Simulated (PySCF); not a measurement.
**Polarisability and C₆ of Co⁺ (cobalt, charge +1)**

[Ar] 3d8, high-spin 3F determinant. All numbers are calculated (PySCF 2.14, the spin-free X2C one-electron Hamiltonian (Gaussian nucleus), in x2c-TZVPPall with one added diffuse shell each of s, p, d, f type (7s6p5d3f1g, 80 functions)). Coupled (time-dependent) response in atomic units; α is the mean over directions.

| method | mean α (bohr³) | C₆ (like pair) | S(−4) |
| --- | --- | --- | --- |
| UHF | 6.719 | 22.81 | 36.60 |
| PBE | 10.30 | 36.53 | 123.4 |
| PBE0 | 8.946 | 31.40 | 81.19 |

S(−4) is the Cauchy moment in α(ω) = α(0) + S(−4) ω² + …

α(iu) at PBE:

```
u (hartree)  α(iu) (bohr³)
          0          10.30
     0.0500          10.01
      0.100          9.270
      0.200          7.504
      0.300          6.124
      0.500          4.478
      0.750          3.340
       1.00          2.613
       1.50          1.742
       2.00          1.261
       3.00         0.7680
       5.00         0.3786
```

A single London oscillator, α(iu) = α/(1 + u²/ω²), gives C₆ = (3/4) ω α². Matching the computed C₆ needs ω = 4 × 36.53 / (3 × 10.30²) = 0.459 hartree.

For an ion, C₆ is the dispersion term alone; charge-induced terms of lower order in 1/R come first.
